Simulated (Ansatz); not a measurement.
`C[S][GeH]([CH3])[Cl]` + H₂ → `C[S][GeH2][CH3]` + HCl at 500 K and 1 bar (hydrogenolysis of a Ge–Cl bond).

Calculated with Ansatz (gas phase, PBE0-D4/def2-TZVP geometries, no zero-point term in ΔE). CBS: MP2 limit from def2 TZ/QZ plus the TZ coupled-cluster correction, frozen cores. This one scheme is used for every species. For Ge outer-core shells are correlated without core-valence functions, which leaves a few kJ/mol of doubt a bond. Scalar relativity is left out up to krypton. Each species was taken in one conformer, which may not be the lowest.

```tsv
species	CCSD(T)/CBS energy (Eh)	H − E (kJ/mol)	S (J/(mol·K))
`C[S][GeH]([CH3])[Cl]`	-3014.06069	279.4	477.9
H₂	-1.17544	41.0	145.5
`C[S][GeH2][CH3]`	-2554.83183	289.9	433.3
HCl	-460.38127	32.5	201.9
```

H − E and S are ideal-gas, rigid-rotor, harmonic terms from PBE0-D4/def2-TZVP, for one conformer and one mirror image of each species. The MP2-based limit puts H₂ 0.8 mEh under its directly extrapolated value; such offsets cancel only in part. 1 Eh = 2625.50 kJ/mol, R = 8.31446 J/(mol·K).

Q: By hand: ΔE, ΔH, ΔS and ΔG.

A: ΔE = (-2554.83183) + (-460.38127) − (-3014.06069) − (-1.17544) = 0.02303 Eh = 60.5 kJ/mol. Δ(H − E) = 289.9 + 32.5 − 279.4 − 41.0 = 2.0, so ΔH = 62.5 kJ/mol. ΔS = 433.3 + 201.9 − 477.9 − 145.5 = 11.8 J/(mol·K). ΔG = 62.5 − 500 × (11.8)/1000 = 56.6 kJ/mol.

Q: By hand: the equilibrium constant, and the temperature at which ΔG would vanish if ΔH and ΔS stayed fixed.

A: log₁₀ K = −ΔG/(RT ln 10) = -5.9. ΔG = 0 at ΔH/ΔS = 5297 K, far beyond where these terms or the molecules hold.

The number of gas molecules stays the same, so ΔS is small and ΔH decides. A doubt of 5 kJ/mol in ΔE shifts log₁₀ K by 0.5 here. Other conformers and mirror images would add mixing entropy, several J/(mol·K) or more a flexible species. Modes under 60 cm⁻¹, often nearly free rotors, make the harmonic entropy too high. These are equilibria of isolated gas molecules and say nothing of rates. Largest T1 diagnostic: 0.010 (customary marks: 0.02 for closed shells, 0.045 for open ones).
